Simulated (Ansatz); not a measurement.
Reaction (formal exchange of groups at a C–Si bond): `NC(S)[SiH2]Cl` + SiH₄ → `NC([SiH3])S` + `[SiH3]Cl`

Gas-phase electronic energies from Ansatz, PBE0-D4/def2-TZVP geometries. CCSD(T)/CBS is the MP2 limit (def2-TZVPP, def2-QZVPP) plus CCSD(T) − MP2 in def2-TZVPP, frozen cores. This one scheme is used for every species. One conformer a species, not always the lowest.

```
        species  HF/def2-QZVPP energy (Eh)
`NC(S)[SiH2]Cl`                -1241.92746
           SiH₄                 -291.26782
  `NC([SiH3])S`                 -782.92552
     `[SiH3]Cl`                 -750.27045
```

(1) Work out ΔE.

Largest T1 diagnostic among the species: 0.011.

## Answers

(1) ΔE = (-782.92552) + (-750.27045) − (-1241.92746) − (-291.26782) = -0.00069 Eh = -0.4 kcal/mol. CCSD(T)/CBS gives +1.2 kcal/mol.

In def2-TZVPP, CCSD(T) changes the Hartree–Fock value by +1.6 kcal/mol (the triples alone add +0.3 kcal/mol) and MP2 by +1.6 kcal/mol. The D4 term adds +0.9 kcal/mol with B3LYP and +0.5 kcal/mol with PBE0; it sums over pairs of atoms, weighted by their polarisabilities, and B3LYP, whose exchange is more repulsive, gets the larger term.

B3LYP here is the variant with VWN-RPA as its local correlation; programs differ in this.
